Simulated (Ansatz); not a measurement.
Stepwise reaction of `N[SiH2][O][GeH2][NH2]` with hydrogen, as a gas-phase model of exchange steps in deposition or etching. ΔE in kJ/mol.

Program: Ansatz. Geometries: PBE0-D4/def2-TZVP. ΔE: electronic, gas phase. CBS: MP2 limit from def2 TZ/QZ plus the TZ coupled-cluster correction, frozen cores. This one scheme is used for every species. DFT in def2-TZVPP. B3LYP here is the variant with VWN-RPA as its local correlation; programs differ in this. For Ge outer-core shells are correlated without core-valence functions, which leaves a few kJ/mol of doubt a bond. Scalar relativity is left out up to krypton. One conformer a species, not always the lowest.

```csv
step,reaction,PBE-D4,B3LYP-D4,ωB97M-V,CCSD(T)/CBS
1,`N[SiH2][O][GeH2][NH2]` + H₂ → `N[SiH2][O][GeH3]` + NH₃,1.4,1.3,2.2,3.2
2,`N[SiH2][O][GeH3]` + H₂ → `[SiH3][O][GeH3]` + NH₃,44.5,45.6,47.4,46.4
```

Task: By hand: ΔE of the 2 steps together at CCSD(T)/CBS.

Result: (3.2) + (46.4) = 49.6 kJ/mol, or 24.8 kJ/mol a step.

In ΔE each step is higher than the one before. PBE-D4 differs from CCSD(T)/CBS by -1.9 to -1.8 kJ/mol a step. Isolated molecules leave out the surface, adducts and barriers. Largest T1 diagnostic: 0.012.
